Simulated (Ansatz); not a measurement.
Geometry optimisation, RKS BLYP/cc-pVDZ (Ansatz 0.2.0).

Input file:

```yaml
crystal:
  periodic: [false, false, false]
  atoms:
    - { symbol: B, position_ang: [-1.0618, 0.9285, 0.1676] }
    - { symbol: Si, position_ang: [0.3233, -0.2486, -0.3021] }
    - { symbol: O, position_ang: [0.823, -1.0577, 1.1005] }
    - { symbol: F, position_ang: [-0.1562, -1.3623, -1.4285] }
    - { symbol: F, position_ang: [1.6126, 0.6165, -0.9828] }
    - { symbol: H, position_ang: [-0.9897, 2.1465, -0.0478] }
    - { symbol: H, position_ang: [-2.0787, 0.5601, 0.6409] }
    - { symbol: H, position_ang: [1.6197, -1.6401, 0.7963] }
basis:
  gaussian: { orbitals: cc-pVDZ }
hamiltonian:
  xc: blyp
relax:
  f_tol: 0.015
  max_steps: 40
```

Command:

```bash
$ ansatz run input.yaml --threads 1 --pin off --max-ram 2048MiB --backend cpu --events-out ev --progress --plain --runs-dir out
```

Where does it end, and by what steps?

The run converged. After 10 steps the energy has fallen by 0.329 eV; H8 moved furthest, 0.19 Å.

```
step  energy less start (eV)  largest force component (eV/Å)  accepted
   0                  0.0000                           2.428       yes
   1                 -0.2453                           1.068       yes
   2                 -0.3075                           0.263       yes
   3                 -0.3188                           0.278       yes
   4                 -0.3246                           0.052       yes
   5                 -0.3261                           0.039       yes
   6                 -0.3276                           0.113       yes
   7                 -0.3280                           0.062       yes
   8                 -0.3290                           0.048       yes
   9                 -0.3286                           0.080        no
  10                 -0.3292                           0.013       yes
```

```xyz
8
Properties=species:S:1:pos:R:3
B -1.128 0.997 0.176
Si 0.357 -0.262 -0.333
O 0.812 -1.166 1.008
F -0.178 -1.249 -1.559
F 1.711 0.463 -0.962
H -1.106 2.166 -0.129
H -2.077 0.567 0.790
H 1.700 -1.574 0.953
```

Whether the end is a true minimum wasn't checked by a vibrational analysis.

Run time: 58 s on 1 CPU thread of a shared host.
